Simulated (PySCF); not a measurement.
Molecule: SMILES C(C)COC(C)C, C6H14O.

Mapped SMILES: `[CH3:1][CH2:2][CH2:3][O:4][CH:5]([CH3:6])[CH3:7]`; H(Xn) means a hydrogen on atom n.

Geometry PBE0-D3(BJ)/def2-SVP throughout; GIAO in PySCF 2.14.0 with density-fitted response routines, gas phase, one conformer, non-relativistic; equivalent atoms averaged; functional PBE0.

Q: How do the absolute shieldings σ depend on the basis set? (a selection of nuclei; ppm; last column core-seconds on shared hosts with different chips, so compare them loosely)

A: 
```csv
basis set,functions,C5,C3,C2,C6/C7,C1,H(C3),H(C5),H(C2),H(C6)/H(C7),core-s
STO-3G,49,175.0,177.8,210.2,214.6,215.8,31.20,31.21,31.46,31.74,5.4
pcSseg-0,91,119.4,119.0,167.5,168.1,180.9,29.71,29.66,31.13,31.52,7.6
6-31G,91,130.1,130.8,174.6,176.8,187.6,29.19,29.13,30.69,31.31,12
6-31G*,126,125.8,126.1,169.7,172.4,182.8,28.63,28.38,30.26,30.87,17
cc-pVDZ,168,125.0,126.2,169.6,173.9,184.7,28.15,27.99,29.80,30.26,18
def2-SVP,168,124.5,124.9,169.2,172.0,182.8,28.30,28.13,29.90,30.35,16
pcSseg-1,189,111.6,111.7,157.8,161.6,173.1,28.15,28.03,29.72,30.16,35
"6-311+G(2d,p)",273,114.1,114.8,160.0,164.5,176.0,28.30,28.08,29.92,30.47,53
aug-cc-pVDZ,287,123.8,125.6,168.2,173.4,183.9,28.12,27.94,29.74,30.28,41
def2-TZVP,301,112.4,113.2,159.3,164.1,175.4,28.27,28.05,29.89,30.43,44
```

Q: Which nucleus among those listed moves most, in ppm?

A: C3 (sp3 CH2 bonded to O): from 111.7 ppm with pcSseg-1 to 177.8 ppm with STO-3G. The smallest spread is 1.58 ppm, at H(C6)/H(C7). Proton shifts span only some 12 ppm, so a few tenths of a ppm matter as much there as several ppm in carbon.

Q: Taking the largest basis, def2-TZVP (301 functions), as the yardstick, rank the others by their worst heavy-atom deviation.

A: 6-311+G(2d,p) 1.7 ppm (273 functions), pcSseg-1 2.5 ppm (189 functions), pcSseg-0 8.1 ppm (91 functions), def2-SVP 12.1 ppm (168 functions), aug-cc-pVDZ 12.5 ppm (287 functions), cc-pVDZ 13.1 ppm (168 functions), 6-31G* 13.4 ppm (126 functions), 6-31G 17.7 ppm (91 functions), STO-3G 64.6 ppm (49 functions).

A small basis that lands close on one nucleus may do so by chance; judge by the trend and by all nuclei.
